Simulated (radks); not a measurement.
Species: the thallium ion Tl3+. Configuration: [Xe] 4f13 5d10 6s1 (not the ground configuration). Method: Dirac Kohn-Sham, BLYP, spin-unpolarised, spherical densities, finite nucleus; open shells are shared between the two j in proportion to 2j + 1; Fermi nuclear charge, rms radius 5.4759 fm; computed with a radial shooting solver on a logarithmic mesh with Libxc functionals.

Unscreened Slater integrals over Kohn-Sham orbitals (hartree). Large and small components are both included.

F0(6s1/2,6s1/2): 0.42308
F0(6s1/2,5d5/2): 0.49547
G2(6s1/2,5d5/2): 0.11067
F0(6s1/2,5d3/2): 0.49864
G2(6s1/2,5d3/2): 0.10159
F0(6s1/2,5p3/2): 0.51678
G1(6s1/2,5p3/2): 0.045368
F0(5d5/2,5d5/2): 0.69168
F2(5d5/2,5d5/2): 0.36195
F4(5d5/2,5d5/2): 0.24175
F0(5d5/2,5d3/2): 0.70263
F2(5d5/2,5d3/2): 0.36743
G2(5d5/2,5d3/2): 0.36685
G4(5d5/2,5d3/2): 0.24517
F0(5d5/2,5p3/2): 0.76990
F2(5d5/2,5p3/2): 0.39105
G1(5d5/2,5p3/2): 0.48066
G3(5d5/2,5p3/2): 0.29907
F0(5d3/2,5d3/2): 0.71422
F2(5d3/2,5d3/2): 0.37388
F0(5d3/2,5p3/2): 0.78577
F2(5d3/2,5p3/2): 0.40385
G1(5d3/2,5p3/2): 0.50345
G3(5d3/2,5p3/2): 0.31338
F0(5p3/2,5p3/2): 0.88697
F2(5p3/2,5p3/2): 0.47807
